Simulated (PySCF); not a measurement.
B3LYP has the VWN-RPA correlation part, as in Gaussian. Delta-SCF ions had no search for a lower state. 

Species: C3H9In, SMILES `[CH3][In]([CH3])[CH3]` (charge 0, multiplicity 1).

Task: Estimate the vertical ionisation energy (Delta-SCF), HOMO and dipole moment that B3LYP-D3(BJ)/def2-TZVP (PySCF 2.14.0) returns for this input.

Result: 
The vertical ionisation energy (Delta-SCF) is 8.83 eV, the HOMO is -6.75 eV and the dipole moment is 0.001 e·Å.
